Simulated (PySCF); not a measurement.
AlBrClH2N. Atoms are numbered in the order given.

```xyz
6

Al    -0.4131    -0.6140     0.0000
Cl     1.0166    -2.1615     0.0000
Br     0.2405     1.5466     0.0000
N     -2.1334    -1.0153     0.0000
H     -2.8895    -0.3278     0.0000
H     -2.5059    -1.9671     0.0000
```
Charge 0, spin multiplicity 1.

The structure is a stationary point at PBE-D3(BJ)/def2-SVP. Other conformers were not sampled.

Level of theory: PBE-D3(BJ)/def2-SVP (PySCF 2.14.0).

Frequencies are harmonic and unscaled.

Computed normal modes with their intensities:
| mode | ν (cm⁻¹) | IR (km/mol) | moving atoms (share of kinetic energy) |
|---|---|---|---|
| 1 | 124 | 4.5 | Cl 47 %, Br 23 %, Al 19 %, N 10 % |
| 2 | 157 | 1.4 | N 46 %, H 25 %, Br 13 %, Cl 13 % |
| 3 | 198 | 23.8 | Al 74 %, N 15 % |
| 4 | 350 | 18.9 | Al 29 %, Br 26 %, Cl 23 %, N 17 % |
| 5 | 356 | 9.5 | H 99 % |
| 6 | 366 | 139.1 | H 84 %, N 16 % |
| 7 | 536 | 45.8 | Al 45 %, Cl 28 %, H 18 % |
| 8 | 670 | 186.4 | H 58 %, Al 22 %, N 16 % |
| 9 | 848 | 92.8 | N 47 %, Al 43 %, H 10 % |
| 10 | 1464 | 43.9 | H 89 %, N 11 % |
| 11 | 3509 | 42.6 | H 96 % |
| 12 | 3605 | 36.6 | H 91 %, N 9 % |
